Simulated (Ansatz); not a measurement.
Two isomers of F2H4Si2: A = `F[SiH2][SiH2]F`, B = `F[SiH](F)[SiH3]`.

Isolated molecules relaxed with PBE0-D4/def2-TZVP in Ansatz; ΔE leaves out vibrations. CCSD(T)/CBS adds triple-zeta CCSD(T) − MP2 to the extrapolated MP2 energy (def2 sets, frozen cores). This one scheme is used for every species. DFT in def2-TZVPP. B3LYP here is the variant with VWN-RPA as its local correlation; programs differ in this. One conformer a species, not always the lowest.

(1) Which is lower in electronic energy at CCSD(T)/CBS, and by how much? (Best estimate.)

(2) Give E(B) − E(A) in kJ/mol with PBE-D4, ωB97M-V, CCSD/def2-TZVPP, r2SCAN-D4, B3LYP-D4, PBE0-D4, B2PLYP. (Best estimate.)

Largest T1 diagnostic: 0.013.

Answers

(1) The calculation gave: B, by 32.6 kJ/mol.

(2) Computed: PBE-D4 -34.1, ωB97M-V -33.5, CCSD/def2-TZVPP -33.0, r2SCAN-D4 -35.2, B3LYP-D4 -31.7, PBE0-D4 -33.8, B2PLYP -31.7. None reverses the order clearly.

In def2-TZVPP, CCSD(T) changes the Hartree–Fock value by −6.0 kJ/mol (the triples alone add −1.0 kJ/mol) and MP2 by −5.1 kJ/mol.
